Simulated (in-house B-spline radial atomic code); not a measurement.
## Zr2+: [He] 2s2 (2p1/2)1 (2p3/2)4 3s2 3p6 3d10 4s2 4p6 4d2 5s1 (with a hole in an inner shell)

Computed with a radial B-spline atomic code at the basis-set limit: Dirac-Hartree-Fock, average of the jj configuration, Fermi nucleus of rms radius 4.2694 fm.

Z_r = [3n² - l(l+1)]/(2<r>); Z_e = n√(-2ε); the last column is Slater's effective charge. Values are occupation-weighted means over j. An effective charge above Z reflects the relativistic contraction of the inner shells.

```tsv
shell	electrons	ε (eV)	<r> (bohr)	Z_r	Z_e	Slater
1s	2	-18276	0.03702	40.52	36.65	39.70
2s	2	-2675.2	0.1608	37.32	28.04	36.20
2p	5	-2399.7	0.1409	35.49	26.56	36.20
3s	2	-500.46	0.4468	30.22	18.19	29.60
3p	6	-405.19	0.4478	27.91	16.37	29.60
3d	10	-248.43	0.4319	24.31	12.82	19.85
4s	2	-92.747	1.169	20.54	10.44	13.25
4p	6	-63.86	1.292	17.80	8.67	13.25
4d	2	-27.803	1.746	12.03	5.72	4.65
5s	1	-20.653	3.102	12.09	6.16	4.50
```

The least bound orbital is 5s1/2 at -20.65 eV, and it is also the most diffuse (<r> = 3.102 bohr). The part-filled 2p shell lies below the filled 4p shell in orbital energy.

For the 1s electron the small component carries 2.12 % of the norm, the zero-frequency Breit interaction raises the level by 31.59 eV, self-energy by 17.93 eV, and vacuum polarisation lowers it by 2.002 eV.
